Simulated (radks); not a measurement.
The numbers below are computed, except where a source is named.
Problem. Species: F3+. Configuration: [He] 2s2 2p2 (the NIST ground configuration). Level of theory: non-relativistic Kohn-Sham, LDA (Slater exchange, Perdew-Wang correlation), spin-polarised, spherical densities, point nucleus; open shells are filled with parallel spins first (a radial shooting solver on a logarithmic mesh with Libxc functionals). Some entries of the table are withheld. Estimate them.

| orbital | occ. | eigenvalue (hartree) | r(max) (bohr) | <r> (bohr) |
|---|---|---|---|---|
| 1s up | 1 | -27.07384 | 0.1152 | 0.1774 |
| 1s down | 1 | -26.97806 | 0.1150 | 0.1768 |
| 2s up | 1 | -3.40743 | 0.7172 | (1) |
| 2s down | 1 | -3.21052 | 0.7264 | (2) |
| 2p up | 2 | (3) | 0.6161 | 0.8179 |
| 2p down | 0 | (4) | 0.6297 | 0.8453 |

Solution. 
(1) 2s up <r> (bohr): 0.8747
(2) 2s down <r> (bohr): 0.8929
(3) 2p up eigenvalue (hartree): -2.76026
(4) 2p down eigenvalue (hartree): -2.54561
